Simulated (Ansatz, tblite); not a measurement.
Forces on ZrHCl₃ at its r2SCAN-D4/def2-SVP geometry. Total charge 0; singlet.

In the def2 sets Zr takes a core potential; there is no spin–orbit coupling. The xTB rows come from tblite.

GFN1-xTB (tblite), largest force 0.57 eV/Å:

```xyz
5
positions Å, forces eV/Å
Zr   -0.001   -0.002    0.008    0.061    0.087   -0.363
H     0.293    0.422   -1.748   -0.069   -0.099    0.414
Cl    0.096    2.032    1.138   -0.046   -0.542   -0.157
Cl    1.724   -1.465    0.565   -0.455    0.337   -0.013
Cl   -2.112   -0.988    0.037    0.510    0.217    0.120
```

GFN2-xTB (tblite), largest force 0.74 eV/Å:

```
Zr 0.119 0.171 -0.710
H -0.059 -0.084 0.351
Cl -0.076 -0.657 -0.043
Cl -0.547 0.354 0.124
Cl 0.563 0.216 0.277
```

revPBE-D4/def2-TZVP (Ansatz), largest force 0.07 eV/Å:

```
Zr 0.007 0.010 -0.045
H 0.008 0.012 -0.045
Cl 0.001 0.055 0.046
Cl 0.046 -0.045 0.030
Cl -0.061 -0.032 0.015
```
